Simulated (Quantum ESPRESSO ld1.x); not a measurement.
Values are calculated unless marked as measured or tabulated.
All-electron atom: Ta LVI in [Ar]. Code: ld1.x of Quantum ESPRESSO 7.5. Model: scalar-relativistic Kohn-Sham, LDA (Slater exchange, Perdew-Zunger correlation), spin-polarised, spherical densities, point nucleus.

Normalised radial functions P(r) = r R(r), r in bohr:

| r | 4s |
|---|---|
| 0.001102 | 0.2163 |
| 0.00139 | 0.2569 |
| 0.001753 | 0.3031 |
| 0.002228 | 0.3563 |
| 0.00281 | 0.4120 |
| 0.003573 | 0.4713 |
| 0.004505 | 0.5261 |
| 0.005682 | 0.5719 |
| 0.007223 | 0.5994 |
| 0.009109 | 0.5935 |
| 0.01149 | 0.5395 |
| 0.0146 | 0.4150 |
| 0.01842 | 0.2153 |
| 0.02323 | -0.0626 |
| 0.02953 | -0.4051 |
| 0.03724 | -0.7231 |
| 0.04734 | -0.9216 |
| 0.0597 | -0.8517 |
| 0.07529 | -0.4309 |
| 0.09571 | 0.3173 |
| 0.1207 | 1.0473 |
| 0.1522 | 1.3039 |
| 0.1935 | 0.6819 |
| 0.244 | -0.6039 |
| 0.3078 | -1.7603 |
| 0.3912 | -1.9853 |
| 0.4934 | -1.3140 |
| 0.6272 | -0.5050 |
| 0.791 | -0.1122 |
| 0.9975 | -0.0126 |

4s (empty): eigenvalue -3133.8 eV, 3 radial nodes at r = 0.0221, 0.0871, 0.220 bohr, <r> = 0.361 bohr, 90 % of the charge inside 0.508 bohr.
